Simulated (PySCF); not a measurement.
**O⁺: excitation energy**

O⁺ [He] 2s2 2p3 (4S) → O⁺ [He] 2s2 2p2 3s1, s spin flipped, as a difference of total energies. All numbers are calculated (PySCF 2.14, the spin-free X2C one-electron Hamiltonian (Gaussian nucleus), in aug-cc-pVDZ-DK (4s3p2d, 23 functions)). Correlated levels: valence: 1s2 frozen. The calculations carry no spin-orbit coupling.

```csv
method,excitation energy (eV)
UHF,23.234
MP2 (valence),23.439
SCS-MP2 (valence),23.260
```

**Question.** How much does correlation contribute at MP2 (valence)?

**Answer.** 23.439 − (23.234) = 0.205 eV, measured against UHF.

The upper determinant mixes two multiplicities, so it lies between the two terms.

The promoted electron is Rydberg-like, and one or two diffuse shells describe it only roughly, which tends to raise the upper state.

The coupled-cluster amplitudes are large for the upper state (T1 above 0.03 or a double amplitude above 0.15), so a single reference is strained.
